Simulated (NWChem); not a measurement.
A calculation on O2Zr

```xyz
3

Zr     0.0000     0.0000     0.2967
O     -1.4393     0.0000    -0.7418
O      1.4393     0.0000    -0.7418
```
Charge 0, spin multiplicity 1.

The numbers come from NWChem runs, not from measurements. Structure: optimised with B3LYP/def2-SVP with def2 effective core potentials on Zr, a minimum by its harmonic frequencies.

Symmetry labels belong to the abelian group C2v used in the runs, with the axes of the coordinates shown.

Effective core potentials replace the inner electrons of Zr; spin-orbit coupling is left out. B3LYP has NWChem's definition, with VWN1-RPA local correlation. The structure started from a generated list of species.

### Question
List the lowest 3 singlet excitations that TD-B3LYP/def2-SVPD with def2 effective core potentials on Zr, VWN1-RPA local correlation gives, with oscillator strengths.

### Answer
| state | symmetry | energy (eV) | wavelength (nm) | f |
|---|---|---|---|---|
| 1 | b1 | 2.25 | 551 | 0.004 |
| 2 | a1 | 3.03 | 410 | 0.007 |
| 3 | b2 | 3.39 | 366 | 0.007 |
